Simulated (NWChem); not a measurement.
SeCl₂; SMILES Cl[Se]Cl

```xyz
3

Se     0.0000     0.0000     0.6872
Cl    -1.7111     0.0000    -0.6872
Cl     1.7111     0.0000    -0.6872
```
Atoms are numbered in this order, from 1.

Computed with NWChem. Pople sets run with spherical d functions. Medium grid unless said otherwise, to which SCAN and Minnesota functionals are sensitive. The geometry was optimised at B3LYP/6-31G* (spherical d).

For level B97-2/6-31G*:

| Item | Result |
|---|---|
| highest occupied level (eV) | -6.95 |
| orbital gap (eV) | 3.77 |

Task: How do the values read with level r2SCAN0/6-31G* instead?

Result: 
| Item | Result |
|---|---|
| highest occupied level (eV) | -7.40 |
| orbital gap (eV) | 4.30 |
